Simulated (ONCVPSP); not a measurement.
# vanadium (V): excitation energies, all-electron against ONCV

- Element: V (Z = 23)
- Generator: ONCVPSP 4.0.1
- Type: optimised norm-conserving Vanderbilt (ONCV)
- Functional: LDA (Perdew-Zunger)
- Relativity: fully relativistic
- Frozen core: [Ne]
- Valence charge: 13
- Reference configuration: 3s2 3p6 3d3 4s1.75 4p0.25
- Partial waves: 3s+4s: rc 1.65 bohr, ncon 4, nbas 7, qcut 8.4 1/bohr, 2 projectors; 3p+4p: rc 2.10 bohr, ncon 4, nbas 7, qcut 6.3 1/bohr, 2 projectors; 3d: rc 1.05 bohr, ncon 4, nbas 7, qcut 10 1/bohr, 2 projectors, debl 2.6 Ha
- Local potential: polynomial inside 0.80 bohr (lpopt 1, dvloc0 0 Ha)
- Core correction: Teter function fitted to the true core (icmod 2), fcfact 0.55

Open shells are filled in proportion to 2j + 1.

Energies are relative to the spin-unpolarised reference configuration 3s2 3p6 3d3 4s1.75 4p0.25; without spin polarisation the order of configurations can differ from experiment.

| valence configuration | charge | ΔE all-electron (eV) | error AE − PS (meV) |
| --- | --- | --- | --- |
| 3s2 3p6 3d3 4s2 4p0 | 0 | -0.835 | 0.0 |
| 3s2 3p6 3d3 4s0 4p0 | +2 | 21.651 | +0.8 |

What are ΔE and the potential's error for 3s2 3p6 3d3 4s1 4p0?

ΔE = 7.106 eV all-electron; the error (AE − PS) is +0.2 meV.

What are ΔE and the potential's error for 3s1 3p6 3d3 4s2 4p0?

ΔE = 76.207 eV all-electron; the error (AE − PS) is -171 meV.
